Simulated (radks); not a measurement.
The numbers below are computed, except where a source is named.
Isoelectronic series with 9 electrons, all held in the configuration [He] 2s2 2p5, which need not be the ground one along the series. Level of theory: Dirac Kohn-Sham, LDA (Slater exchange, Perdew-Wang correlation), spin-unpolarised, spherical densities, finite nucleus; open shells fill j = l - 1/2 first; Fermi nuclear charge, rms radius of each element as measured or else 0.836 A^(1/3) + 0.57 fm (a radial shooting solver on a logarithmic mesh with Libxc functionals). Total energies (hartree) and mean radii <r> (bohr):

ion    E (hartree)   2p3/2   2p1/2   2s1/2
F        -99.18966   1.105   1.103   1.010
Al4+    -235.34698  0.5668  0.5649  0.6058
P6+     -326.17973  0.4598  0.4578  0.5032
Cl8+    -432.23424  0.3872  0.3852  0.4301
K10+    -553.57236  0.3346  0.3324  0.3754
Sc12+   -690.26786  0.2947  0.2924  0.3329
V14+    -842.40568  0.2633  0.2608  0.2989
Mn16+  -1010.08139  0.2380  0.2353  0.2710
Co18+  -1193.40163  0.2171  0.2142  0.2478
Cu20+  -1392.48404  0.1996  0.1965  0.2282
Ga22+  -1607.45767  0.1846  0.1814  0.2113
As24+  -1838.46372  0.1718  0.1684  0.1967
Br26+  -2085.65585  0.1606  0.1570  0.1839
Rb28+  -2349.20060  0.1507  0.1470  0.1725
Nb32+  -2926.08097  0.1343  0.1301  0.1534
Tc34+  -3239.81951  0.1273  0.1229  0.1452
